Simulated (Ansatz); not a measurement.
H6Ge2, charge +1, doublet, at a GFN2-xTB geometry (a state made from the parent by changing its charge; the spin is typed, not shown lowest); Ansatz (a program for electronic structure) with HF/cc-pVTZ.

The Ansatz input:
Ansatz 0.2 input:
```yaml
crystal:
  periodic: [false, false, false]
  atoms:
    - {symbol: Ge, position_ang: [-1.29469349, 0.13696748, -0.01998394]}
    - {symbol: Ge, position_ang: [1.29469349, -0.13696748, 0.01998394]}
    - {symbol: H, position_ang: [-1.73689031, -0.85395003, -1.06936281]}
    - {symbol: H, position_ang: [-1.48917906, 1.58565981, -0.39696865]}
    - {symbol: H, position_ang: [-1.70671536, -0.20986339, 1.39019260]}
    - {symbol: H, position_ang: [1.48981544, -1.57304716, 0.44218548]}
    - {symbol: H, position_ang: [1.74085897, 0.88657228, 1.03583544]}
    - {symbol: H, position_ang: [1.70211032, 0.16462850, -1.40188207]}
basis:
  gaussian:
    orbitals: cc-pVTZ
hamiltonian:
  xc: hf
total_charge: 1
magnetization: {spin_polarized: true, initial_magnetization: 1}
scf: {lower_state_search: off}
```

It wrote (shortened):

```
Functional definition: HF
these checks for a lower state are left out or cut short: stability, starts, cluster_reference, orbital_swaps, neighbouring_geometries, increment
1294 factors; their error is unknown
mean field evaluation 1: about -113032.7948 eV, gradient 9.6e0 eV
mean field evaluation 2: about -113033.7965 eV, gradient 3.1e0 eV
mean field evaluation 4: about -113033.9323 eV, gradient 3.1e-1 eV
mean field evaluation 8: about -113035.5827 eV, gradient 1.4e-1 eV
mean field evaluation 16: about -113035.5829 eV, gradient 1.3e-6 eV
mean field -113035.58285730 eV, -4153.9810517357 hartree, gradient 1.3e-6 eV, S^2 0.756087; 0 other end points of the search recorded, 0 dependent functions left out
reference -113035.58285730 eV, -4153.9810517357 hartree; 35, 34 occupied and 135, 136 virtual orbitals, 1294 factors
Total energy: -113035.58285730 eV, -4153.9810517357 hartree
Checks for a lower state left out: stability, starts, cluster_reference, orbital_swaps, neighbouring_geometries, increment
```
